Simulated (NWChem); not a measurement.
Molecule: SiHICl2; SMILES Cl[SiH](Cl)I

```xyz
5

Si     0.5446     0.9027     0.0000
Cl    -0.2042     1.8268    -1.6698
Cl    -0.2042     1.8268     1.6698
I     -0.0770    -1.4454     0.0000
H      2.0189     1.0186     0.0000
```
Atoms are numbered in this order, from 1.

Level: PBE0/def2-SVP with def2 effective core potentials on I (NWChem), optimised geometry, unscaled harmonic frequencies. def2 effective core potentials on I; no spin-orbit coupling.

### Question
List the harmonic frequencies with IR intensities, and the thermochemistry.

### Answer
| frequency (cm⁻¹) | IR intensity (km/mol) |
|---|---|
| 126 | 0.6 |
| 140 | 1.6 |
| 214 | 4.6 |
| 368 | 39.6 |
| 550 | 119.6 |
| 607 | 113.4 |
| 771 | 205.6 |
| 798 | 117.8 |
| 2305 | 60.8 |

```
Item                                                                                Value
-----------------------------------------------------------------------  ----------------
zero-point energy                                                            8.4 kcal/mol
thermal correction to the enthalpy at 298.15 K (with zero-point energy)     12.5 kcal/mol
heat capacity Cv                                                         16.7 cal/(mol K)
entropy at 298.15 K and 1 atm (symmetry number 1)                        82.1 cal/(mol K)
```

Rigid rotor and harmonic oscillator.
